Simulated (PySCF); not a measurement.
H2. Atoms are numbered in the order given.

```xyz
2

H      0.0000     0.0000    -0.3720
H      0.0000     0.0000     0.3720
```
Charge 0, spin multiplicity 1.

Geometry: B3LYP-D3(BJ)/def2-TZVPD.

Vertical ionisation energy (IE) and electron affinity (EA) in eV. Rows of orbital energies are one-electron estimates. Where ΔSCF, EOM or ADC give a negative EA the extra electron is unbound and the value depends on the basis.

```
level                                            IE     EA
--------------------------------------------  -----  -----
−ε(HOMO), −ε(LUMO), B3LYP/def2-TZVPD (PySCF)  11.80  -1.16
−ε(HOMO), −ε(LUMO), PBE0/def2-TZVPD (PySCF)   11.98  -1.54
EOM-CCSD/aug-cc-pVDZ (PySCF)                  16.28  -1.58
ADC(2)/aug-cc-pVDZ (PySCF)                    16.15  -1.60
```
